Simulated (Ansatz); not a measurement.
C₆H₁₅N, charge -1, doublet, at the geometry of the source list (a state made from the parent by changing its charge; the spin is typed, not shown lowest) (a gas-phase anion, which may not be bound at this level); CCSD(T)/STO-3G (Ansatz, a first-principles code).

The Ansatz input:
Ansatz 0.2 input:
```yaml
crystal:
  periodic: [false, false, false]
  atoms:
    - {symbol: C, position_ang: [-1.63280000, 2.00740000, -0.07850000]}
    - {symbol: C, position_ang: [-0.53900000, 1.21580000, -0.78680000]}
    - {symbol: N, position_ang: [0.27560000, 0.42480000, 0.12060000]}
    - {symbol: C, position_ang: [-0.46420000, -0.53370000, 0.92190000]}
    - {symbol: C, position_ang: [-1.15730000, -1.67550000, 0.16420000]}
    - {symbol: C, position_ang: [1.43080000, -0.12360000, -0.57030000]}
    - {symbol: C, position_ang: [2.44520000, -0.76550000, 0.36970000]}
    - {symbol: H, position_ang: [-1.21380000, 2.53510000, 0.77460000]}
    - {symbol: H, position_ang: [-2.05410000, 2.73550000, -0.76830000]}
    - {symbol: H, position_ang: [-2.43850000, 1.36360000, 0.26460000]}
    - {symbol: H, position_ang: [-0.98980000, 0.60180000, -1.58830000]}
    - {symbol: H, position_ang: [0.13710000, 1.92760000, -1.27090000]}
    - {symbol: H, position_ang: [0.23150000, -0.95860000, 1.64710000]}
    - {symbol: H, position_ang: [-1.21220000, 0.02310000, 1.48840000]}
    - {symbol: H, position_ang: [-0.43330000, -2.27640000, -0.38070000]}
    - {symbol: H, position_ang: [-1.88830000, -1.28700000, -0.54060000]}
    - {symbol: H, position_ang: [-1.67270000, -2.31900000, 0.87260000]}
    - {symbol: H, position_ang: [1.14470000, -0.84960000, -1.35370000]}
    - {symbol: H, position_ang: [1.91850000, 0.71640000, -1.07510000]}
    - {symbol: H, position_ang: [2.08750000, -1.71390000, 0.76200000]}
    - {symbol: H, position_ang: [3.36980000, -0.95250000, -0.17220000]}
    - {symbol: H, position_ang: [2.65550000, -0.09580000, 1.19980000]}
basis:
  gaussian:
    orbitals: STO-3G
total_charge: -1
magnetization: {spin_polarized: true, initial_magnetization: 1}
correlation: {method: ccsd_t}
```

What the program printed (banner, timings and long lists left out):

```
Functional definition: HF
718 factors; integrals over basis functions are off by at most 3.8e-5 eV
mean field evaluation 1: about -7790.0865 eV, gradient 1.6e1 eV
mean field evaluation 2: about -7790.7489 eV, gradient 1.6e1 eV
mean field evaluation 4: about -7793.1608 eV, gradient 2.3e0 eV
mean field evaluation 8: about -7793.3709 eV, gradient 2.8e-1 eV
mean field evaluation 16: about -7793.3601 eV, gradient 5.5e-1 eV
mean field evaluation 32: about -7793.3528 eV, gradient 7.9e-1 eV
mean field evaluation 64: about -7793.3046 eV, gradient 1.8e0 eV
mean field evaluation 96: about -7791.6078 eV, gradient 1.2e-3 eV
mean field evaluation 128: about -7790.6284 eV, gradient 1.6e0 eV
mean field evaluation 160: about -7791.6075 eV, gradient 7.3e-2 eV
mean field evaluation 192: about -7789.9584 eV, gradient 2.5e0 eV
mean field -7793.37860314 eV, -286.4013811236 hartree, gradient 2.8e-6 eV, S^2 0.767669; 7 other end points of the search recorded, 0 dependent functions left out
determinant -7793.37860314 eV, -286.4013811236 hartree, with singles and doubles -7806.37317205 eV, -286.8789227230 hartree
determinant -7791.60781895 eV, -286.3363060050 hartree, with singles and doubles -7804.88543861 eV, -286.8242495277 hartree
7 core orbitals not correlated
reference -7793.37860314 eV, -286.4013811236 hartree; 23, 22 occupied and 20, 21 virtual orbitals, 718 factors
second order -9.87932422 eV of doubles, -0.00000000 eV of singles
cycle   1  -12.99384417 eV  change    7.2e-4 eV  update   2.5e-3
cycle   2  -12.99300279 eV  change    8.4e-4 eV  update   2.2e-3
cycle   3  -12.99222691 eV  change    7.8e-4 eV  update   1.6e-3
cycle   4  -12.99376379 eV  change   -1.5e-3 eV  update   1.2e-3
cycle   5  -12.99547734 eV  change   -1.7e-3 eV  update   7.7e-4
cycle   6  -12.99570700 eV  change   -2.3e-4 eV  update   4.9e-4
cycle   7  -12.99464079 eV  change    1.1e-3 eV  update   1.4e-4
cycle   8  -12.99436551 eV  change    2.8e-4 eV  update   6.6e-5
cycle   9  -12.99447282 eV  change   -1.1e-4 eV  update   3.6e-5
cycle  10  -12.99452485 eV  change   -5.2e-5 eV  update   1.2e-5
cycle  11  -12.99453680 eV  change   -1.2e-5 eV  update   6.7e-6
perturbative correction -0.15890117 eV, -0.0058395104 hartree
Total energy: -7806.53204112 eV, -286.8847610536 hartree
```
